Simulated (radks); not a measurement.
Results of a calculation; reference values are marked as such.
Ce3+, 55 electrons, occupied as [Xe] 4f1.

Code: a radial shooting solver on a logarithmic mesh with Libxc functionals. Model: Dirac Kohn-Sham, exchange-only B88, spin-unpolarised, spherical densities, point nucleus; open shells fill j = l - 1/2 first.

Energy parts (Ry):
| part | energy |
|---|---|
| total | -17723.4549 |
| kinetic | 19022.7797 |
| electron-nucleus | -43087.1649 |
| Hartree | 6755.5104 |
| exchange | -414.5801 |

Orbitals (lengths in bohr, moments of r in powers of bohr; r(max) is where P^2 peaks):
orbital,occ.,eigenvalue (Ry),r(max)
1s1/2,2,-2959.321,0.01574
2s1/2,2,-475.0026,0.08921
2p1/2,2,-448.5749,0.06797
2p3/2,4,-415.7361,0.07323
3s1/2,2,-103.5388,0.2548
3p1/2,2,-92.34923,0.2416
3p3/2,4,-85.89702,0.2530
3d3/2,4,-66.33081,0.2033
3d5/2,6,-64.94505,0.2065
4s1/2,2,-22.23251,0.5933
4p1/2,2,-18.07796,0.6026
4p3/2,4,-16.69004,0.6269
4d3/2,4,-9.87064,0.6477
4d5/2,6,-9.62756,0.6557
5s1/2,2,-4.58085,1.368
5p1/2,2,-3.42946,1.491
5p3/2,4,-3.21787,1.555
4f5/2,1,-2.01743,0.7047
4f7/2,0,-1.99239,0.7094
5d3/2,0,-1.67753,2.004
5d5/2,0,-1.65500,2.031
6s1/2,0,-1.47597,3.194
6p1/2,0,-1.18058,3.659

The highest occupied level is 4f5/2 at -27.449 eV. Summed over all electrons, <r^2> = 38.56 bohr^2, which gives a Langevin (diamagnetic) susceptibility term of -30.5 x 10^-6 cm^3/mol.
